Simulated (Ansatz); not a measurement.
Stepwise reaction of `[SH][SnH2][SH]` with hydrogen, as a gas-phase model of exchange steps in deposition or etching. ΔE in kJ/mol; ΔG adds harmonic PBE0-D4 terms to CCSD(T)/CBS, at 1 bar.

Isolated molecules relaxed with PBE0-D4/def2-TZVP in Ansatz; ΔE leaves out vibrations. CCSD(T)/CBS is the MP2 limit (def2-TZVPP, def2-QZVPP) plus CCSD(T) − MP2 in def2-TZVPP, frozen cores. This one scheme is used for every species. Functionals use def2-TZVPP. B3LYP here is the variant with VWN-RPA as its local correlation; programs differ in this. def2 core potentials past Kr. For Sn outer-core shells are correlated without core-valence functions, which leaves a few kJ/mol of doubt a bond. One conformer a species, not always the lowest.

```
step                            reaction  PBE-D4  B3LYP-D4  ωB97M-V  CCSD(T)/CBS  ΔG(500 K)
   2  `[SH][SnH3]` + H₂ → `[SnH4]` + H₂S    41.2      38.3     35.6         43.5       46.1
```

Question: Give the row of step 1, `[SH][SnH2][SH]` + H₂ → `[SH][SnH3]` + H₂S. (An estimate is asked.)

Answer: Ansatz gave: 
```csv
step,reaction,PBE-D4,B3LYP-D4,ωB97M-V,CCSD(T)/CBS,ΔG(500 K)
1,`[SH][SnH2][SH]` + H₂ → `[SH][SnH3]` + H₂S,48.8,45.0,40.8,48.4,46.1
```

Question: By hand: ΔE of the 2 steps together at CCSD(T)/CBS.

Answer: (48.4) + (43.5) = 91.9 kJ/mol, or 46.0 kJ/mol a step.

In ΔE the steps differ by no more than 4.9 kJ/mol. All are uphill at CCSD(T)/CBS. ΔG lies between 46.1 and 46.1 kJ/mol a step. PBE-D4 differs from CCSD(T)/CBS by -2.3 to 0.4 kJ/mol a step. Isolated molecules leave out the surface, adducts and barriers. Largest T1 diagnostic: 0.013.
